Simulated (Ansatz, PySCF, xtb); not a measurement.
Reaction R1 + 3 R2 → P1 + 3 P2, each structure at its B3LYP-D3(BJ)/def2-TZVP stationary point, reached from a drawn start (curvature not checked).
R1, B3Cl3O3 (SMILES ClB1OB(Cl)OB(Cl)O1) (charge 0, multiplicity 1):
```tsv
atom	x (Å)	y (Å)	z (Å)
Cl	-2.4696	-1.9043	-0.0025
B	-1.0866	-0.8378	-0.0011
O	-1.2680	0.5217	0.0069
B	-0.1823	1.3600	0.0082
Cl	-0.4143	3.0909	0.0189
O	1.0859	0.8373	0.0011
B	1.2689	-0.5221	-0.0071
Cl	2.8839	-1.1865	-0.0162
O	0.1822	-1.3590	-0.0080
```
P1: B3F3O3 (SMILES FB1OB(F)OB(F)O1), charge 0, multiplicity 1.
P2: HCl (SMILES Cl), charge 0, multiplicity 1.
R2: HF (SMILES F), charge 0, multiplicity 1.

P less R. No zero-point or thermal terms.

Correlated levels freeze the cores.

Run with Ansatz (an electronic-structure program); PySCF for the D3/D4 terms; xtb for the GFN methods. All values are computed, each at the level named.

```json
[
 {"level": "GFN1-xTB", "reaction energy (kJ/mol)": "-178.2"},
 {"level": "HF/cc-pV(D+d)Z", "reaction energy (kJ/mol)": "-242.1"},
 {"level": "PBE-D3(BJ)/def2-TZVPP", "reaction energy (kJ/mol)": "-170.5"},
 {"level": "BLYP-D4/def2-TZVPP", "reaction energy (kJ/mol)": "-187.2"},
 {"level": "r2SCAN/def2-TZVPP", "reaction energy (kJ/mol)": "-198.3"},
 {"level": "B97M-V/def2-TZVPP", "reaction energy (kJ/mol)": "-205.7"},
 {"level": "B3LYP-D3(BJ)/def2-TZVPP", "reaction energy (kJ/mol)": "-195.1"},
 {"level": "MP2/cc-pV(D+d)Z", "reaction energy (kJ/mol)": "?"},
 {"level": "CCSD(T)/cc-pV(T+d)Z", "reaction energy (kJ/mol)": "?"}
]
```

Question: Complete the blanks.

Answer: 
- MP2/cc-pV(D+d)Z, reaction energy (kJ/mol): -200.6
- CCSD(T)/cc-pV(T+d)Z, reaction energy (kJ/mol): -210.8
